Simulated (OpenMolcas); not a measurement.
**Rh5+: effect of the active space**

```
Program             : OpenMolcas
Method              : MS-CASPT2 or its RAS form, IPEA 0.25 Eh, imaginary shift 0.1 Eh
Basis               : ANO-RCC-VTZP
Scalar Hamiltonian  : DKH2, point nucleus
Spin-orbit coupling : RASSI with atomic mean-field integrals over the reference wave functions, term energies averaged over their components
```

A. 4 electrons in 5 orbitals (4d); 2S+1 = 5 even, 5 roots; 2S+1 = 3 even, 45 roots; 2S+1 = 1 even, 50 roots; closed shells correlated: 4s 4p; CASPT2 step about 50 core-seconds
B. 10 electrons in 8 orbitals (RAS1 4p, at most 2 holes; RAS2 4d); 2S+1 = 5 even, 5 roots; 2S+1 = 3 even, 45 roots; 2S+1 = 1 even, 49 roots; closed shells correlated: 4s; CASPT2 step of the order of 70 core-seconds
C. 4 electrons in 10 orbitals (4d 5d); 2S+1 = 5 even, 5 roots; 2S+1 = 3 even, 45 roots; 2S+1 = 1 even, 49 roots; closed shells correlated: 4s 4p; CASPT2 step about 15 core-minutes

Energies in cm⁻¹ above 4d⁴ ⁵D₀.

```csv
Level,A,B,C
4d⁴ ⁵D₀,0.0,0.0,0.0
4d⁴ ⁵D₁,684,696,682
4d⁴ ⁵D₂,1777,1810,1776
4d⁴ ⁵D₃,3090,3160,3100
4d⁴ ⁵D₄,4540,4640,4570
4d⁴ ³P₀(1),18450,18880,18420
4d⁴ ³H₄,20140,20200,20110
4d⁴ ³P₁(1),21640,22130,21610
4d⁴ ³H₅,21770,21840,21760
4d⁴ ³F₃(1) [52 %],22790,23100,22780
4d⁴ ³H₆,23030,23090,23060
4d⁴ ³F₂(1),23280,23710,23270
4d⁴ ³F₄(1) [61 %],23990,24340,24000
4d⁴ ³P₂(1),25690,26240,25680
4d⁴ ³G₃ [52 %],26580,26940,26560
4d⁴ ³G₄ [65 %],27010,27290,27030
4d⁴ ³G₅,28130,28420,28180
4d⁴ ³D₃,31050,31490,31030
4d⁴ ³D₂,31650,32110,31620
4d⁴ ³D₁,32260,32750,32210
4d⁴ ¹I₆,32700,32510,32840
4d⁴ ¹G₄(1),34810,35090,34930
4d⁴ ¹D₂(1),40210,40390,40300
4d⁴ ¹F₃,43690,43880,43780
```

The spin-orbit steps hold different terms of 4d⁴ (B lacks a ¹S; C lacks a ¹S), which shifts levels as well.

Among A to C the level of the table that moves most is 4d⁴ ³P₂(1), by 560 cm-1 (lowest in C, highest in B). Moves below CASPT2's spread within the term are not significant.

Term energies are means over components that CASPT2 splits; among the terms shown or strongly mixed into the levels shown the widest spread is 1500 cm-1 (4d⁴ ¹I, B). The CASPT2 spread within a term exceeds the gap to the next term for 4d⁴ ³D and 4d⁴ ¹I, 4d⁴ ¹I and 4d⁴ ¹G(1), so the order of their levels is uncertain (figures for A; the like holds for B, C). Active for correlation alone: 4p; no level in the range computed is led by a configuration that opens it, so any true level of that kind is missing (holds for B). Active for correlation alone: 5d; no level in the range computed is led by a configuration that fills it, so any true level of that kind is missing (holds for C). Levels of configurations outside the active space are missing. The table leaves out levels that lie high or whose names do not pair safely across all columns.

A share in square brackets marks a mixed level and gives the weight of the term that names it, the lowest over the columns. A number in round brackets counts repeated terms of one configuration in the order of the reference energies.
